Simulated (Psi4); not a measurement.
Psi4 input (wB97X-D/6-31G*):

```
memory 1500 MB

molecule {
1 2
O    -0.95253700    0.52035400    1.28323700
B    -0.84359100   -0.38602800    0.25050300
O    -1.76878200   -1.35336300   -0.04384100
O     0.26087400   -0.32139000   -0.53858200
Si    1.58704900    0.66147800   -0.53902000
H    -1.73966700    0.45853600    1.82912300
H    -2.54120800   -1.38226500    0.52507400
H     1.19045100    2.07349800   -0.73891000
H     2.44077800    0.22161800   -1.66140300
H     2.33246100    0.53325200    0.73336600
symmetry c1
no_reorient
no_com
}

set {
  basis 6-31G*
  reference uks
  scf_type pk
  dft_radial_points 99
  dft_spherical_points 590
  e_convergence 1e-8
  d_convergence 1e-7
  maxiter 150
}

e = energy('wb97x-d')
print_out(f'\nFINAL {e:.10f} DIPOLE {variable("CURRENT DIPOLE")[0]:.6f} {variable("CURRENT DIPOLE")[1]:.6f} {variable("CURRENT DIPOLE")[2]:.6f}\n')
```

From the output:

```
      36A      0.211520    37A      0.221513    38A      0.252602
      39A      0.305293    40A      0.346477    41A      0.422662
      42A      0.445310    43A      0.456488    44A      0.535875
      45A      0.543678    46A      0.601400    47A      0.684555
      48A      0.718340    49A      0.749444    50A      0.801928
      51A      0.818330    52A      0.853580    53A      0.902074
      54A      0.935551    55A      0.976240    56A      0.988594
      57A      0.994013    58A      1.003329    59A      1.044636
      60A      1.071765    61A      1.143398    62A      1.144276
      63A      1.264709    64A      1.297981    65A      1.376283
      66A      1.419422    67A      1.470434    68A      1.526964
      69A      1.610473    70A      1.618038    71A      1.631087
      72A      1.691013    73A      1.753638    74A      1.923892
      75A      2.093335    76A      2.225332    77A      2.283786
      78A      2.283966    79A      2.302624    80A      2.530893
      81A      2.585499    82A      2.691176    83A      2.749347
      84A      2.794299    85A      2.849854    86A      3.450905
      87A      3.671950    88A      3.798064    89A      3.920712

    Final Occupation by Irrep:
              A
    DOCC [    23 ]
    SOCC [     1 ]
    NA   [    24 ]
    NB   [    23 ]

  @UKS Final Energy:  -542.69102188042064

   => Energetics <=

    Nuclear Repulsion Energy =            223.3042173113678643
    One-Electron Energy =               -1181.7105181588876803
    Two-Electron Energy =                 452.8232793674814047
    DFT Exchange-Correlation Energy =     -37.1049005028457515
    Empirical Dispersion Energy =          -0.0030998975364071
    VV10 Nonlocal Energy =                  0.0000000000000000
    Total Energy =                       -542.6910218804206352

  UHF NO Occupations:
  HONO-2 :   22  A 1.9986810
  HONO-1 :   23  A 1.9974798
  HONO-0 :   24  A 1.0000000
  LUNO+0 :   25  A 0.0025202
  LUNO+1 :   26  A 0.0013190
  LUNO+2 :   27  A 0.0009622
  LUNO+3 :   28  A 0.0001621

Computation Completed

Properties will be evaluated at   0.000000,   0.000000,   0.000000 [a0]

Properties computed using the SCF density matrix

 Multipole Moments:

 ------------------------------------------------------------------------------------
     Multipole            Electronic (a.u.)      Nuclear  (a.u.)        Total (a.u.)
 ------------------------------------------------------------------------------------

 L = 1.  Multiply by 2.5417464519 to convert [e a0] to [Debye]
 Dipole X            :          0.0699522           -0.0000265            0.0699257
 Dipole Y            :          0.5972158           -0.0000019            0.5972139
 Dipole Z            :          0.5705513           -0.0000057            0.5705456
 Magnitude           :                                                    0.8289007

 ------------------------------------------------------------------------------------

FINAL -542.6910218804 DIPOLE 0.069926 0.597214 0.570546

*** Psi4 exiting successfully. Buy a developer a beer!
```

The dipole moment of an ion depends on the origin.

The geometry given is a B3LYP-D3(BJ)/def2-TZVP minimum of the species of charge 0 and multiplicity 1, not of this state.
